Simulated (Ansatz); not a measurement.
Geometry optimisation, RKS PBE0-D4/def2-SVP (Ansatz 0.2.0).

Input:

```yaml
crystal:
  periodic: [false, false, false]
  atoms:
    - { symbol: "N", position_ang: [-0.1277, 1.0615, -0.1775] }
    - { symbol: C, position_ang: [0.0645, -0.1444, 0.5164] }
    - { symbol: Zn, position_ang: [0.8125, -1.1773, -0.9986] }
    - { symbol: F, position_ang: [0.8017, -1.9947, -1.1896] }
    - { symbol: H, position_ang: [-0.864, 0.8957, -0.965] }
    - { symbol: H, position_ang: [-0.6391, 1.7816, 0.4761] }
    - { symbol: H, position_ang: [0.8732, 0.0141, 1.2981] }
    - { symbol: H, position_ang: [-0.829, -0.4935, 0.9844] }
basis:
  gaussian: { orbitals: def2-SVP }
hamiltonian:
  xc: pbe0
  dispersion: d4
relax:
  f_tol: 0.015
  max_steps: 40
```

Launched with:

```bash
$ ansatz run input.yaml --threads 1 --pin off --max-ram 2048MiB --backend cpu --events-out ev --progress --plain --runs-dir out
```

Q: Where does it end, and by what steps?

A: It converged. After 11 steps the energy has fallen by 92.883 eV; F4 moved furthest, 0.99 Å. The start is strongly strained (largest force component 437 eV/Å).

```json
{"step": "0", "energy less start (eV)": "0.0000", "largest force component (eV/Å)": "437.244", "accepted": "yes"}
{"step": "1", "energy less start (eV)": "-80.4251", "largest force component (eV/Å)": "65.652", "accepted": "yes"}
{"step": "2", "energy less start (eV)": "-86.7203", "largest force component (eV/Å)": "31.869", "accepted": "yes"}
{"step": "3", "energy less start (eV)": "-90.7586", "largest force component (eV/Å)": "10.005", "accepted": "yes"}
{"step": "4", "energy less start (eV)": "-92.2091", "largest force component (eV/Å)": "2.895", "accepted": "yes"}
{"step": "5", "energy less start (eV)": "-92.6671", "largest force component (eV/Å)": "0.484", "accepted": "yes"}
{"step": "6", "energy less start (eV)": "-92.7640", "largest force component (eV/Å)": "0.865", "accepted": "yes"}
{"step": "7", "energy less start (eV)": "-92.8245", "largest force component (eV/Å)": "0.674", "accepted": "yes"}
{"step": "8", "energy less start (eV)": "-92.8679", "largest force component (eV/Å)": "0.311", "accepted": "yes"}
{"step": "9", "energy less start (eV)": "-92.8691", "largest force component (eV/Å)": "0.413", "accepted": "yes"}
{"step": "10", "energy less start (eV)": "-92.8832", "largest force component (eV/Å)": "0.056", "accepted": "yes"}
{"step": "11", "energy less start (eV)": "-92.8834", "largest force component (eV/Å)": "0.009", "accepted": "yes"}
```

```xyz
8
Properties=species:S:1:pos:R:3
N -0.271 1.216 -0.155
C 0.013 -0.038 0.526
Zn 0.650 -1.389 -0.720
F 1.235 -2.597 -1.842
H -1.092 1.131 -0.750
H -0.490 1.950 0.518
H 0.858 0.118 1.221
H -0.812 -0.448 1.147
```

The run took 66 s on 1 thread of Intel(R) Xeon(R) Platinum 8259CL CPU @ 2.50GHz (Skylake/Cascade Lake) (shared host), peak memory 0.21 GiB.
